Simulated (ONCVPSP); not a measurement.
**tantalum, ONCV: configuration errors across variants**

| Property | Result |
| --- | --- |
| Element | tantalum (Ta) |
| Generator | ONCVPSP 4.0.1 |
| Type | optimised norm-conserving Vanderbilt (ONCV) |
| Functional | PBE |
| Relativity | scalar-relativistic |
| Frozen core | [Xe] 4f14 |
| Valence charge | 5 |
| Reference configuration | 5d3 6s1 (charge +1) |
| Partial waves | 6s: rc 2.95 bohr, ncon 4, nbas 7, qcut 2.5 1/bohr, 2 projectors, debl 3.4 Ha; p scattering state at 0.39 Ha: rc 3.25 bohr, ncon 4, nbas 9, qcut 2 1/bohr, 3 projectors, debl 1.2 Ha; 5d: rc 1.85 bohr, ncon 3, nbas 6, qcut 5.6 1/bohr, 2 projectors, debl 3.4 Ha |
| Local potential | polynomial inside 1.65 bohr (lpopt 3, dvloc0 0 Ha) |
| Core correction | polynomial model core, fcfact 0.75 |

In the p channel the program set the typed energies aside and used 0.050, 1.250, 2.450 Ha.

All-electron excitation energies from the reference (eV): (1) 5d3 6s2 -8.468; (2) 5d3 6s0 14.972; (3) 5d4 6s1 -6.374.

5 further variants failed, have other tests or too few solved ones, and are left out.

Errors AE − PS in meV (a dash: test not solved or not reliable):

```json
{"change": "base", "(1)": "-3.8", "(2)": "-18", "(3)": "-24", "bound ghosts": "none", "GHOST(+) flags above zero": "s, p"}
{"change": "s: qcut 1.7", "(1)": "-0.6", "(2)": "-18", "(3)": "-21", "bound ghosts": "none", "GHOST(+) flags above zero": "s, p"}
{"change": "s: qcut 2.1", "(1)": "-2.2", "(2)": "-18", "(3)": "-23", "bound ghosts": "none", "GHOST(+) flags above zero": "s, p"}
{"change": "s: qcut 2.3", "(1)": "-3.1", "(2)": "-18", "(3)": "-23", "bound ghosts": "none", "GHOST(+) flags above zero": "s, p"}
```

(1) Give the same row for: s: qcut 1.5.

Results:

(1) 0.0, -18, -20; bound ghosts: none; GHOST(+) flags above zero: s, p.
